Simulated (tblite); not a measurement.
Task: Give a GFN2-xTB geometry of `CC(=O)N(C)CC([SiH3])[SiH3]`.

Result: 
```
atom  x, y, z in Å
C1    -2.5601    0.8745   -0.5823
C2    -1.2194    0.8293    0.1099
O3    -0.5501    1.8436    0.2639
N4    -0.8003   -0.3638    0.5605
C5    -1.5435   -1.5830    0.3598
C6     0.4605   -0.3885    1.2858
C7     1.6683   -0.0693    0.4076
Si8    1.6669   -1.0870   -1.1898
Si9    1.8961    1.8124    0.1000
H10   -3.3387    0.4515    0.0480
H11   -2.7975    1.9108   -0.8055
H12   -2.5218    0.3124   -1.5134
H13   -0.9320   -2.4290    0.6628
H14   -1.8031   -1.7160   -0.6915
H15   -2.4640   -1.5906    0.9521
H16    0.3934    0.3462    2.0972
H17    0.5627   -1.3803    1.7340
H18    2.5461   -0.3765    0.9839
H19    2.9457   -0.9437   -1.8782
H20    0.5748   -0.6901   -2.0865
H21    1.4562   -2.5099   -0.8685
H22    1.6277    2.5760    1.3114
H23    1.3541    2.2743   -1.1702
H24    3.3661    1.9165   -0.0833
```

Orientation and origin are arbitrary. Atoms count from 1 in this order. Si9 and O3 aren't drawn bonded (5 bonds apart) but lie 2.45 Å from each other; Cordero's covalent radii sum to 1.77 Å. The 3 C–N bonds span 1.343 Å (C2–N4, drawn single) to 1.455 Å (N4–C6, drawn single), a spread of 0.112 Å. The C–Si distances run from 1.894 Å (C7–Si8, drawn single) to 1.920 Å (C7–Si9, drawn single), a spread of 0.026 Å. Si8 (SiH3 silicon) is tetrahedral (angles from 106.7° to 111.7°).

Bonds between heavy atoms (Å): C1–C2 1.509, C2=O3 1.225, C2–N4 1.343, N4–C5 1.442, N4–C6 1.455, C6–C7 1.527, C7–Si8 1.894, C7–Si9 1.920.

Computed geometry: GFN2-xTB, gas phase.

Point group: C1 (no symmetry element, even within 0.4 Å). Its GFN2-xTB frequencies are all real (lowest 32 cm⁻¹). The numbers are those of one conformer (C1–C2–N4–C5 3°, C2–N4–C6–C7 -68°, N4–C6–C7–Si8 -49°). 3 starts were optimised and ended at 0.00, 1.08 and 3.30 kcal/mol (GFN2-xTB); the lowest of these is shown.

The run took 5.4 s of wall time on Intel Xeon at 2.50 GHz, one thread, no GPU (shared host). That covers the optimisation of the geometry.
